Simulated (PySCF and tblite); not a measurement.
The numbers below are computed, except where a source is named.
C5H11FOSSi, numbered as in [O:1]=[S@@:2]1[CH2:3][CH2:4][CH2:5][C@H:6]([F:7])[C@@H:8]1[SiH3:9].

Free energies: B3LYP-D3(BJ)/def2-SVP on GFN2-xTB structures plus GFN2-xTB thermal terms, symmetry and mirror images included. Conformers within 2.5 kcal/mol (GFN2-xTB free energy) were kept, 5 at most. Run with PySCF (density fitting) and tblite.

Rotational constants are equilibrium values for the commonest isotopes; dipoles come from the energy level named.

The 6-ring runs over atoms 2–3–4–5–6–8.

```tsv
conformer	shape	symmetry	weight %
1	6-ring chair (Si9 axial)	C1	51.3
2	6-ring chair (O1, F7 axial)	C1	47.0
3	6-ring twist-boat (ring torsions 36, 34, -72, 27, 34, -68°)	C1	1.4
4	6-ring between boat and twist-boat (ring torsions -72, 27, 44, -66, 18, 45°)	C1	0.3
```

Sets of constants, in random order:

```json
{"set": "P", "A (MHz)": "1604", "B (MHz)": "1227", "C (MHz)": "851", "abs μa (D)": "3.71", "abs μb (D)": "0.26", "abs μc (D)": "1.72"}
{"set": "Q", "A (MHz)": "1477", "B (MHz)": "1186", "C (MHz)": "867", "abs μa (D)": "0.48", "abs μb (D)": "3.15", "abs μc (D)": "0.88"}
{"set": "R", "A (MHz)": "1442", "B (MHz)": "1160", "C (MHz)": "814", "abs μa (D)": "1.56", "abs μb (D)": "3.13", "abs μc (D)": "0.15"}
{"set": "S", "A (MHz)": "1625", "B (MHz)": "1151", "C (MHz)": "844", "abs μa (D)": "1.74", "abs μb (D)": "1.25", "abs μc (D)": "3.96"}
```

Task: Match each set to its conformer.

Result: P is conformer 3, Q is conformer 4, R is conformer 1, S is conformer 2.


Conformer gaps in def2-SVP on xTB geometries can be 2 kcal/mol too large for S=O, P=O and other polar bonds.